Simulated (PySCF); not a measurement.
## Working out the ionisation energy of I

I [Kr] 4d10 5s2 5p5 (2P) → I⁺ [Kr] 4d10 5s2 5p4 (3P). Computed with PySCF 2.14 in aug-cc-pVDZ-PP with ECP28MDF (5s4p3d, 32 functions), with a scalar-relativistic core potential. Frozen: 4s2 4p6 4d10. Energies in hartree (1 hartree = 27.21139 eV):

```json
{"part": "UHF", "I (lower)": "-294.653725", "I⁺ (upper)": "-294.301268"}
{"part": "MP2 opposite-spin", "I (lower)": "-0.061140", "I⁺ (upper)": "-0.046433"}
{"part": "MP2 same-spin", "I (lower)": "-0.020893", "I⁺ (upper)": "-0.015373"}
```

Task: What does Hartree-Fock give?

Result: (-294.301268) − (-294.653725) = 0.352457 hartree = 9.591 eV.

Task: What do MP2 and SCS-MP2 (6/5 opposite-spin, 1/3 same-spin) give?

Result: The opposite-spin parts differ by 0.400 eV and the same-spin parts by 0.150 eV. MP2: 9.591 + (0.400) + (0.150) = 10.141 eV. SCS-MP2: 9.591 + 1.2 × (0.400) + (0.150)/3 = 10.121 eV.

Measured between the centres of the two terms (NIST): 10.519 eV, so MP2 (valence) is off by -0.378 eV.

A double-zeta basis recovers only part of the correlation energy.

What remains against the reference includes basis incompleteness, the frozen core and correlation beyond second order.
